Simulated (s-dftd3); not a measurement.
C$_{4}$H$_{5}$Si, doublet, geometry from GFN2-xTB; D3(op) for revpbe (s-dftd3).

Input for s-dftd3:
```
$ s-dftd3 mol.xyz --op revpbe --json dftd3.json --noedisp --grad

# file mol.xyz
10

C     -0.60019287    -1.32209793    -0.01120819
C      0.73500498    -1.08278056    -0.21295673
Si     0.98219806     0.72984330    -0.10194711
C     -0.79575565     1.03763847     0.21926233
C     -1.42349881    -0.18164949     0.22125698
H     -1.02610053    -2.31399529    -0.02366819
H      1.44596093    -1.86909775    -0.39704494
H      2.14030808     1.59040173    -0.22215297
H     -1.32017263     1.96256745     0.38398876
H     -2.48411462    -0.29434522     0.38801047
```

It wrote (shortened):

```
-----------------------------------
 s i m p l e   D F T - D 3  v1.4.0
-----------------------------------

Optimized power damping: revpbe-D3(op)
--------------------
   s6        1.0000
   s8        1.4477
   s9        0.0000
   a1        0.6000
   a1        2.5000
  alp       14.0000
 beta        0.0000
--------------------

Dispersion energy:      -3.2496833294217E-02 Eh

Gradient norm:           5.6685974204188E-03 Eh/a0
--------------------------------------------------
     #    Z           dE/dx      dE/dy      dE/dz
--------------------------------------------------
     1    6 C     1.531E-03  1.905E-03 -9.448E-05
     2    6 C     4.393E-04 -3.627E-04 -1.034E-04
     3   14 Si   -3.236E-03 -2.404E-03  3.359E-04
     4    6 C    -2.083E-04  5.343E-04  7.943E-05
     5    6 C     2.252E-03  9.058E-04 -2.982E-04
     6    1 H    -3.418E-04 -8.513E-04 -1.464E-05
     7    1 H     6.402E-04 -5.291E-04 -1.507E-04
     8    1 H     1.308E-04  9.718E-05 -1.358E-05
     9    1 H    -3.041E-04  7.788E-04  1.159E-04
    10    1 H    -9.031E-04 -7.376E-05  1.439E-04
--------------------------------------------------

Virial:
--------------------------------------------------
      component           x          y          z
--------------------------------------------------
          x      -4.938E-03 -1.137E-02 -1.332E-04
          y      -1.137E-02  2.216E-03  2.074E-03
          z      -1.332E-04  2.074E-03  1.962E-04
--------------------------------------------------

[Info] JSON dump of results written to 'dftd3.json'
```
